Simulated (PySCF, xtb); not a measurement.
Br2Cu, SMILES [Br][Cu-][Br], charge -1, multiplicity 1.

Harmonic wavenumbers (cm⁻¹) from GFN2-xTB (xtb) at its own minimum, in rising order: 68, 68, 139, 295.

**Question.** What does PBE0-D3(BJ)/def2-SVPD (PySCF) give at its own minimum? (The exact figures need the calculation; the answer reports its results.)

**Answer.** 73, 73, 177, 313. Paired by order, the mean absolute difference is 16 cm⁻¹ and the zero-point energies are 0.8 and 0.9 kcal/mol.
